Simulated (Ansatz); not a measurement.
Harmonic frequencies (cm⁻¹) at PBE0-D4/def2-TZVP from Ansatz: 67, 78, 146, 231, 249, 275, 326, 418, 441, 572, 574, 617, 805, 868, 1088, 1146, 1147, 1178, 1195, 1260, 1291, 1376, 1384, 1420, 1434, 3114, 3115.

Each molecule was computed in one conformer, which needn't be the lowest.

(1) Which molecule is it?
A. `FC(F)C(F)C(F)(F)F`
B. `FC(F)(F)CC(F)(F)F`
C. `FCC(F)(F)C(F)(F)F`
D. `FC(F)C(F)(F)C(F)F`

## Answers

(1) D.
